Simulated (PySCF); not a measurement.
# Radial density of Nb²⁺ (niobium, charge +2)

UHF, [Kr] 4d3, high-spin 4F determinant. All numbers are calculated (PySCF 2.14, the spin-free X2C one-electron Hamiltonian (Gaussian nucleus), in x2c-SVPall (6s5p5d1f, 53 functions)).

```tsv
r (bohr)	4πr²ρ (e/bohr)	4πr²(ρα − ρβ)
0.0329	49.38	-0.0016
0.0553	43.57	-0.0014
0.0930	60.36	0.0252
0.156	52.57	0.1670
0.263	40.93	0.3544
0.442	41.46	0.1061
0.744	11.82	0.2805
1.25	9.547	1.6930
2.11	2.421	1.2716
3.54	0.1935	0.1832
5.96	0.0007210	0.0007
```

Densities and radii are taken from the X2C orbitals without a picture-change correction, which distorts them close to the nucleus.
